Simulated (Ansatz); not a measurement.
Coupled-cluster run, CH₅GeNOS (`O=C(S)[NH][GeH3]`).

```yaml
crystal:
  periodic: [false, false, false]
  atoms:
    - {symbol: O, position_ang: [0.446274, -1.558983, 0.493927]}
    - {symbol: C, position_ang: [0.310973, -0.441153, 0.932701]}
    - {symbol: S, position_ang: [0.611585, -0.021774, 2.652813]}
    - {symbol: N, position_ang: [-0.079614, 0.608418, 0.178082]}
    - {symbol: Ge, position_ang: [-0.426770, 0.308754, -1.631581]}
    - {symbol: H, position_ang: [0.948195, -1.277800, 2.976433]}
    - {symbol: H, position_ang: [-0.170499, 1.511374, 0.614310]}
    - {symbol: H, position_ang: [0.852378, -0.183463, -2.310707]}
    - {symbol: H, position_ang: [-0.835362, 1.698067, -2.142788]}
    - {symbol: H, position_ang: [-1.574061, -0.694640, -1.760290]}
basis:
  gaussian: {orbitals: def2-TZVPP}
correlation: {method: ccsd_t}
output: {orbitals: {seedname: orbitals}}
```

```sh
$ ansatz run in.yaml --threads 4 --pin off --events-out ev --progress --plain
```

The program prints (abridged):

```
Functional definition: HF
1535 factors; integrals over basis functions are off by at most 9.8e-4 eV
mean field evaluation 1: about -71917.7368 eV, gradient 4.4e1 eV
mean field evaluation 2: about -71918.0183 eV, gradient 4.4e1 eV
mean field evaluation 4: about -71922.2614 eV, gradient 4.8e0 eV
mean field evaluation 8: about -71922.3599 eV, gradient 5.9e-1 eV
mean field evaluation 16: about -71922.3626 eV, gradient 5.0e-6 eV
mean field -71922.36259435 eV, -2643.0980746140 hartree, gradient 5.0e-6 eV, S^2 0.000000; 0 other end points of the search recorded, 0 dependent functions left out
17 core orbitals not correlated: weight in the atoms' cores, before any rotation towards them, 1.000 or more for the frozen orbitals, at most 0.000 for the correlated occupied ones
reference -71922.36259435 eV, -2643.0980746140 hartree; 20, 20 occupied and 216, 216 virtual orbitals, 1535 factors
second order -28.04618651 eV of doubles, -0.00000000 eV of singles
cycle   1  -27.83562218 eV  change    2.1e-1 eV  update   1.4e-1
cycle   2  -28.67417173 eV  change   -8.4e-1 eV  update   4.4e-2
cycle   3  -28.86617847 eV  change   -1.9e-1 eV  update   2.3e-2
cycle   4  -28.84832649 eV  change    1.8e-2 eV  update   6.1e-3
cycle   5  -28.84243173 eV  change    5.9e-3 eV  update   3.0e-3
cycle   6  -28.84385994 eV  change   -1.4e-3 eV  update   9.4e-4
cycle   7  -28.84343557 eV  change    4.2e-4 eV  update   4.3e-4
cycle   8  -28.84326287 eV  change    1.7e-4 eV  update   1.4e-4
cycle   9  -28.84333141 eV  change   -6.9e-5 eV  update   7.2e-5
cycle  10  -28.84334528 eV  change   -1.4e-5 eV  update   2.4e-5
perturbative correction -1.27238156 eV, -0.0467591600 hartree
Total energy: -71952.47832119 eV, -2644.2048071623 hartree
```

It took 5.8 min on 4 threads of a server CPU on a shared host, with 5.7 GiB of host memory at the peak.

The correlation energy is -30.116 eV, 4.2 % of it from (T); the T1 diagnostic reads 0.0145.
